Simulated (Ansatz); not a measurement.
Relaxation of ClF4H3OW (10 atoms, charge 0, multiplicity 1), to a largest force component of 0.03 eV/Å in at most 50 steps.

Theory: RKS B3LYP-D4/def2-SVP in Ansatz 0.2.0.

```xyz
10
Properties=species:S:1:pos:R:3
W 0.118 0.390 -0.280
F 0.767 -0.496 2.566
H 1.598 -0.401 -0.100
Cl -0.565 2.325 -1.366
F -1.228 0.606 1.015
F -0.524 -1.356 -0.255
F 0.612 -0.071 -2.029
O 1.176 1.494 0.880
H 2.077 1.226 1.116
H 0.390 0.351 2.606
```

Q: Where does it end, and by what steps?

A: The forces met the threshold. After 16 steps the energy has fallen by 0.212 eV; H10 moved furthest, 0.72 Å.

```csv
step,energy less start (eV),largest force component (eV/Å),accepted
0,0.0000,0.525,yes
1,-0.0252,1.145,yes
2,-0.0240,1.773,no
3,-0.0685,0.802,yes
4,-0.1080,0.704,yes
5,-0.1455,0.442,yes
6,-0.1214,2.127,no
7,-0.1840,0.204,yes
8,-0.1976,0.140,yes
9,-0.1977,0.377,yes
10,-0.2045,0.267,yes
11,-0.2073,0.139,yes
12,-0.2091,0.108,yes
13,-0.2093,0.164,yes
14,-0.2107,0.177,yes
15,-0.2116,0.088,yes
16,-0.2118,0.028,yes
```

```xyz
10
Properties=species:S:1:pos:R:3
W 0.209 0.439 -0.163
F 0.770 -0.451 2.245
H 1.635 -0.456 -0.023
Cl -0.693 2.213 -1.382
F -1.067 0.785 1.221
F -0.556 -1.258 -0.038
F 0.631 -0.115 -1.908
O 1.415 1.653 0.583
H 2.173 1.421 1.140
H -0.095 -0.162 2.480
```

Whether the end is a true minimum wasn't checked by a vibrational analysis.

Run time: 58 s on 4 threads of Arm Neoverse V2, on a shared host, peak memory 0.38 GiB.
